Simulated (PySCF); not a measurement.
Compound: C7H4FO2 (charge -1).
Numbering: `[O:1]=[C:2]([O-:3])[c:4]1[cH:5][cH:6][cH:7][cH:8][c:9]1[F:10]` (hydrogens: H11 on C5; H12 on C6; H13 on C7; H14 on C8)

The geometry is computed with GFN2-xTB (gas phase).

Task: Give the optimised bond lengths and angles.

Result: 
```json
{"bond": "O1=C2, C2–O3", "length (Å)": "1.234", "order": "double/single"}
{"bond": "C2–C4", "length (Å)": "1.589", "order": "single"}
{"bond": "C4–C5", "length (Å)": "1.390", "order": "aromatic"}
{"bond": "C5–C6", "length (Å)": "1.382", "order": "aromatic"}
{"bond": "C6–C7", "length (Å)": "1.385", "order": "aromatic"}
{"bond": "C7–C8", "length (Å)": "1.383", "order": "aromatic"}
{"bond": "C8–C9", "length (Å)": "1.388", "order": "aromatic"}
{"bond": "C9–F10", "length (Å)": "1.354", "order": "single"}
{"bond": "C4–C9", "length (Å)": "1.388", "order": "aromatic"}
{"bond": "C5–H11", "length (Å)": "1.082", "order": "single"}
{"bond": "C6–H12", "length (Å)": "1.083", "order": "single"}
{"bond": "C7–H13", "length (Å)": "1.083", "order": "single"}
{"bond": "C8–H14", "length (Å)": "1.082", "order": "single"}
```

Bonds in one row agree within 0.01 Å and their mean is given. Orders are formal, as drawn. A selection of angles:
```json
{"angle": "O1–C2–O3", "degrees": "130.1"}
{"angle": "O1–C2–C4", "degrees": "116.5"}
{"angle": "O3–C2–C4", "degrees": "113.4"}
{"angle": "C2–C4–C5", "degrees": "117.5"}
{"angle": "C2–C4–C9", "degrees": "125.9"}
{"angle": "C5–C4–C9", "degrees": "116.5"}
{"angle": "C4–C5–C6", "degrees": "122.3"}
{"angle": "C4–C5–H11", "degrees": "116.4"}
{"angle": "C6–C5–H11", "degrees": "121.3"}
{"angle": "C5–C6–C7", "degrees": "119.7"}
{"angle": "C5–C6–H12", "degrees": "120.3"}
{"angle": "C7–C6–H12", "degrees": "119.9"}
{"angle": "C6–C7–C8", "degrees": "119.5"}
{"angle": "C6–C7–H13", "degrees": "120.6"}
{"angle": "C8–C7–H13", "degrees": "120.0"}
{"angle": "C7–C8–C9", "degrees": "119.6"}
{"angle": "C7–C8–H14", "degrees": "121.1"}
{"angle": "C9–C8–H14", "degrees": "119.2"}
{"angle": "C8–C9–F10", "degrees": "115.6"}
{"angle": "C4–C9–C8", "degrees": "122.3"}
{"angle": "C4–C9–F10", "degrees": "122.1"}
```

Dihedral angles: O1–C2–C4–C5 180° (antiperiplanar).

C6 (aromatic CH carbon) is planar (angles 120.3°, 119.9° and 119.7°, sum 360.0°, 0.00 Å off the plane of its three neighbours). The 10 heavy atoms lie in one plane (0.001 Å rms). Of the pairs four or more bonds apart, O3···H11 is among the closest relative to their van der Waals radii: 2.30 Å, 85 % of the sum of Bondi's values. C7 (aromatic CH carbon) is planar (angles 120.6°, 120.0° and 119.5°, sum 360.0°, 0.00 Å off the plane of its three neighbours). C4 (substituted aromatic carbon) is planar (angles 125.9°, 117.5° and 116.5°, sum 360.0°, 0.00 Å off the plane of its three neighbours). C2 (carboxylate carbon) is planar (angles 130.1°, 116.5° and 113.4°, sum 360.0°, 0.00 Å off the plane of its three neighbours). The 7 C–C bonds span 1.382 Å (C5–C6, aromatic) to 1.589 Å (C2–C4, drawn single), a spread of 0.207 Å.

Point group: Cs (every atom within 0.08 Å of its image). Stationary, but not proved a minimum.
